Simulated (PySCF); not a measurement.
**`C1=C[O+]=CC=C1F`, [C5H4FO]+, charge +1**

Geometry (Å), atoms numbered from 1 in this order:
```xyz
11

F    -1.0975    2.2039    0.0073
C    -0.5177    1.0403    0.0020
C    -1.2898   -0.1303    0.0138
C    -0.6144   -1.3273    0.0065
O     0.6942   -1.3920   -0.0091
C     1.4306   -0.3083   -0.0189
C     0.8817    0.9518   -0.0152
H    -2.3688   -0.0850    0.0284
H    -1.1068   -2.2939    0.0133
H     2.4987   -0.4971   -0.0296
H     1.4954    1.8406   -0.0245
```

Total charge +1.

Method used: TDDFT CAM-B3LYP/def2-SVPD excited states, vertical, gas phase (PySCF 2.14.0). Geometry: GFN2-xTB.

Question: How strongly do the lowest singlets absorb one photon, and two photons of half the energy?

Answer: δ for parallel linear polarisation; σ at the peak of a Lorentzian of half width 0.1 eV, single beam; Ω is circular over linear.
```
state  E (eV)      f  photon λ (nm)  δ (au)  σ (GM)     Ω                                main
   S1    5.57  0.124            446    4.23    0.05  1.50                      HOMO→LUMO 0.91
   S2    6.28  0.042            395    49.6    0.72  1.44  HOMO−1→LUMO 0.76, HOMO→LUMO+1 0.23
   S3    6.96  0.000            356    <0.1    0.00     –                    HOMO−2→LUMO 0.98
   S4    7.02  0.002            353    0.32    0.01  1.50                    HOMO−3→LUMO 0.98
   S5    7.55  0.225            329    1.76    0.04  1.50                  HOMO−1→LUMO+1 0.91
```

Among these, the strongest one-photon state is S5, the strongest two-photon state S2.
